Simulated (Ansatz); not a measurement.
Born–Oppenheimer molecular dynamics of AlBFH5Si (9 atoms, charge 0, multiplicity 1). It starts at the highest image of a converged band, a first-order saddle point between two minima.

Level of theory: Ansatz 0.2.0, RKS BLYP-D4/def2-SVP.

* ensemble: NVE (velocity Verlet)
* time step: 0.5 fs
* steps asked: 200
* starting velocities drawn for: 100 K
* seed: 4210

First frame:

```xyz
9
Properties=species:S:1:pos:R:3
F -2.385 -1.302 2.237
Al -1.534 -0.312 1.191
B -0.653 0.515 -0.396
Si 1.179 -0.180 -0.885
H -0.412 0.820 1.716
H -1.049 1.619 -0.708
H 2.267 0.855 -0.941
H 1.040 -0.776 -2.263
H 1.636 -1.284 0.031
```

How far do the bonds stretch over the last three quarters of this one trajectory? (Pairs bonded in most of those frames.)


| bond | mean (Å) | spread (Å) | shortest | longest |
| --- | --- | --- | --- | --- |
| F1–Al2 | 1.680 | 0.022 | 1.65 | 1.72 |
| Al2–B3 | 2.135 | 0.157 | 1.92 | 2.33 |
| B3–Si4 | 2.068 | 0.073 | 1.98 | 2.21 |
| B3–H5 | 1.380 | 0.250 | 1.10 | 2.02 |
| B3–H6 | 1.230 | 0.028 | 1.17 | 1.29 |
| Si4–H7 | 1.509 | 0.007 | 1.49 | 1.52 |
| Si4–H8 | 1.510 | 0.007 | 1.50 | 1.53 |
| Si4–H9 | 1.510 | 0.013 | 1.49 | 1.53 |

Mean temperature of the second half: 713 K. The conserved energy stayed within 0.24 meV per atom of its start (net change -0.12 meV per atom), so the integration is sound. The kinetic energy rose, since the run started high on the potential surface and went downhill. A run of 0.1 ps of so small a system gives no equilibrium averages. The orbitals stay closed-shell, which can raise the energy where a bond breaks towards radicals; this wasn't checked here.

Run time: 3.5 min on 2 threads of Intel(R) Xeon(R) Platinum 8488C (Sapphire Rapids) (shared host), peak memory 0.14 GiB.
